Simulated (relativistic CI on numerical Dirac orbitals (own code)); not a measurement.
## Electric-dipole lines of Ge5+

Computed by Dirac-Coulomb-Breit CI, orbitals from a KLI potential per configuration, QED by a radiative potential, valence Slater integrals scaled by 0.85, P86 correlation energy added to each configuration (own radial code, finite nucleus).

CI space (outside the closed core [Ne]): 3s²3p⁶3d⁹, 3s²3p⁶3d⁸4s, 3s²3p⁶3d⁸4p, 3s²3p⁵3d¹⁰, 3s²3p⁶3d⁸4d, 3s²3p⁶3d⁸5s, 3s²3p⁶3d⁸5p, 3s²3p⁶3d⁸4f, 3s²3p⁶3d⁷4s², 3s²3p⁶3d⁸5d, 3s3p⁶3d¹⁰, 3s²3p⁶3d⁸5f, 3s²3p⁶3d⁸5g, 3s²3p⁶3d⁷4s4p, 3s²3p⁶3d⁷4p², 3s²3p⁶3d⁷4s4d. Levels of other configurations are missing.

```
λ vac (nm)                     Lower                      Upper   A (s⁻¹)        gf  Branching (%)
    64.510   3s²3p⁶3d⁸4p ⁴D°7/2 [19]     3s²3p⁶3d⁸4d ⁴D5/2 [65]  8.51e+09  3.19e+00           85.2
    64.779   3s²3p⁶3d⁸4p ⁴D°7/2 [19]     3s²3p⁶3d⁸4d ⁴D7/2 [64]  5.47e+09  2.75e+00           56.7
    64.864   3s²3p⁶3d⁸4p ⁴G°9/2 [20]     3s²3p⁶3d⁸4d ⁴G9/2 [69]  4.45e+09  2.81e+00           43.9
    65.269   3s²3p⁶3d⁸4p ⁴G°5/2 [25]     3s²3p⁶3d⁸4d ⁴H7/2 [78]  4.80e+09  2.45e+00           48.0
    65.298   3s²3p⁶3d⁸4p ⁴G°9/2 [20]    3s²3p⁶3d⁸4d ⁴H11/2 [67]  8.29e+09  6.36e+00           82.3
    65.403   3s²3p⁶3d⁸4p ⁴G°7/2 [23]     3s²3p⁶3d⁸4d ⁴F9/2 [74]  4.34e+09  2.78e+00           44.0
    65.413   3s²3p⁶3d⁸4p ²H°9/2 [50]   3s²3p⁶3d⁸4d ²I11/2 [117]  9.72e+09  7.49e+00           96.8
    65.486   3s²3p⁶3d⁸4p ²F°5/2 [40]     3s²3p⁶3d⁸4d ²G7/2 [97]  7.01e+09  3.61e+00           70.1
    66.255   3s²3p⁶3d⁸4p ⁴F°5/2 [30]     3s²3p⁶3d⁸4d ⁴G7/2 [84]  5.77e+09  3.04e+00           58.5
    66.375   3s²3p⁶3d⁸4p ²F°7/2 [41]     3s²3p⁶3d⁸4d ²G9/2 [98]  8.36e+09  5.52e+00           86.7
    66.417   3s²3p⁶3d⁸4p ⁴D°7/2 [49]    3s²3p⁶3d⁸4d ⁴F9/2 [109]  6.91e+09  4.57e+00           71.5
    66.483  3s²3p⁶3d⁸4p ⁴G°11/2 [22]    3s²3p⁶3d⁸4d ⁴H13/2 [66]  9.73e+09  9.02e+00          100.0
    66.573   3s²3p⁶3d⁸4p ⁴F°7/2 [28]     3s²3p⁶3d⁸4d ⁴H9/2 [76]  6.19e+09  4.11e+00           62.6
    66.788  3s²3p⁶3d⁸4p ²H°11/2 [53]   3s²3p⁶3d⁸4d ²I13/2 [118]  9.64e+09  9.02e+00          100.0
    66.895   3s²3p⁶3d⁸4p ²G°9/2 [29]    3s²3p⁶3d⁸4d ⁴H11/2 [77]  9.35e+09  7.53e+00           97.3
    67.111   3s²3p⁶3d⁸4p ²G°7/2 [34]     3s²3p⁶3d⁸4d ²H9/2 [89]  8.96e+09  6.05e+00           93.6
    67.249   3s²3p⁶3d⁸4p ⁴F°9/2 [27]    3s²3p⁶3d⁸4d ⁴G11/2 [70]  6.90e+09  5.61e+00           71.9
    67.492   3s²3p⁶3d⁸4p ²F°7/2 [33]     3s²3p⁶3d⁸4d ²G9/2 [83]  5.60e+09  3.82e+00           58.4
    83.908   3s²3p⁶3d⁸4d ⁴H13/2 [66]  3s²3p⁶3d⁸4f ⁴I°15/2 [174]  8.09e+09  1.37e+01          100.0
    84.053   3s²3p⁶3d⁸4d ⁴H11/2 [67]  3s²3p⁶3d⁸4f ²I°13/2 [175]  6.64e+09  9.84e+00           82.4
    84.219    3s²3p⁶3d⁸4d ⁴H9/2 [76]  3s²3p⁶3d⁸4f ⁴I°11/2 [197]  6.40e+09  8.17e+00           79.3
    84.345   3s²3p⁶3d⁸4d ⁴H11/2 [77]  3s²3p⁶3d⁸4f ⁴I°13/2 [195]  7.79e+09  1.16e+01           97.0
    84.353    3s²3p⁶3d⁸4d ⁴G9/2 [69]  3s²3p⁶3d⁸4f ⁴H°11/2 [180]  4.50e+09  5.76e+00           56.0
    84.646   3s²3p⁶3d⁸4d ⁴G11/2 [70]  3s²3p⁶3d⁸4f ⁴H°13/2 [179]  5.96e+09  8.96e+00           74.4
    87.750    3s²3p⁶3d⁸4s ²G9/2 [16]    3s²3p⁶3d⁸4p ²G°9/2 [61]  2.40e+09  2.77e+00           90.7
    88.236    3s²3p⁶3d⁸4s ²G7/2 [17]    3s²3p⁶3d⁸4p ²G°7/2 [60]  2.60e+09  2.43e+00           90.4
    90.491     3s²3p⁶3d⁸4s ⁴F9/2 [3]    3s²3p⁶3d⁸4p ⁴F°9/2 [27]  1.50e+09  1.84e+00           61.9
    91.165     3s²3p⁶3d⁸4s ⁴F7/2 [4]    3s²3p⁶3d⁸4p ⁴F°7/2 [28]  1.27e+09  1.27e+00           33.6
    92.553     3s²3p⁶3d⁸4s ⁴F7/2 [4]    3s²3p⁶3d⁸4p ⁴F°9/2 [27]  7.84e+08  1.01e+00           32.3
    92.954     3s²3p⁶3d⁸4s ⁴P5/2 [9]    3s²3p⁶3d⁸4p ²F°7/2 [41]  1.63e+09  1.69e+00           30.7
    93.140     3s²3p⁶3d⁸4s ²F5/2 [8]    3s²3p⁶3d⁸4p ²F°5/2 [36]  2.00e+09  1.56e+00           20.1
    93.238     3s²3p⁶3d⁸4s ²F7/2 [7]    3s²3p⁶3d⁸4p ²F°7/2 [33]  1.83e+09  1.91e+00           36.6
    93.283     3s²3p⁶3d⁸4s ⁴F9/2 [3]   3s²3p⁶3d⁸4p ⁴G°11/2 [22]  2.35e+09  3.68e+00          100.0
    95.091     3s²3p⁶3d⁸4s ⁴F7/2 [4]    3s²3p⁶3d⁸4p ⁴G°7/2 [23]  9.92e+08  1.08e+00           47.2
    95.290     3s²3p⁶3d⁸4s ⁴F9/2 [3]    3s²3p⁶3d⁸4p ⁴G°9/2 [20]  8.55e+08  1.16e+00           41.6
    95.896     3s²3p⁶3d⁸4s ²F7/2 [7]    3s²3p⁶3d⁸4p ²G°9/2 [29]  1.77e+09  2.44e+00           79.0
    95.901     3s²3p⁶3d⁸4s ²F5/2 [8]    3s²3p⁶3d⁸4p ²G°7/2 [34]  1.81e+09  2.00e+00           54.1
    96.027    3s²3p⁶3d⁸4s ²G9/2 [16]   3s²3p⁶3d⁸4p ²H°11/2 [53]  2.19e+09  3.63e+00          100.0
    96.613     3s²3p⁶3d⁸4s ⁴F5/2 [5]    3s²3p⁶3d⁸4p ⁴D°3/2 [24]  1.85e+09  1.03e+00           88.6
    97.023     3s²3p⁶3d⁸4s ⁴F3/2 [6]    3s²3p⁶3d⁸4p ⁴G°5/2 [25]  1.22e+09  1.03e+00           55.6
    97.202     3s²3p⁶3d⁸4s ⁴F7/2 [4]    3s²3p⁶3d⁸4p ⁴D°5/2 [21]  1.82e+09  1.55e+00           89.3
    97.317     3s²3p⁶3d⁸4s ⁴F5/2 [5]    3s²3p⁶3d⁸4p ⁴G°7/2 [23]  1.00e+09  1.14e+00           47.6
    97.579     3s²3p⁶3d⁸4s ⁴F7/2 [4]    3s²3p⁶3d⁸4p ⁴G°9/2 [20]  1.00e+09  1.43e+00           48.8
    98.698     3s²3p⁶3d⁸4s ⁴F9/2 [3]    3s²3p⁶3d⁸4p ⁴D°7/2 [19]  1.88e+09  2.20e+00           95.2
    99.530    3s²3p⁶3d⁸4s ²G7/2 [17]    3s²3p⁶3d⁸4p ²H°9/2 [50]  1.79e+09  2.66e+00           91.4
```

Terms are leading LS components. Brackets give the number of a level in order of energy, since labels repeat. The list gives strong lines, with weight on those to low levels, without lines whose two gauges differ by over a factor of 2.5, among the lowest 200 of 1330 levels, so that lines to higher ones, which can be the strongest, are missing. Levels whose partners in the same complex of configurations lie outside the list can be far off, and so can their lines. Rates are taken at the computed energies, electric ones in the length gauge.

At this charge configurations can still be misplaced by up to about 7 % of their energy. 41 of the 48 excited levels that our extract of the measured tables holds in this range could be paired (the sources list more); they are missed by 788 cm⁻¹ on average and 1639 at most, and levels without a partner can miss by more.

LS names give the leading component of a level, which can be under half, so a name can repeat, a term be missing and a line seem to break the LS rules.
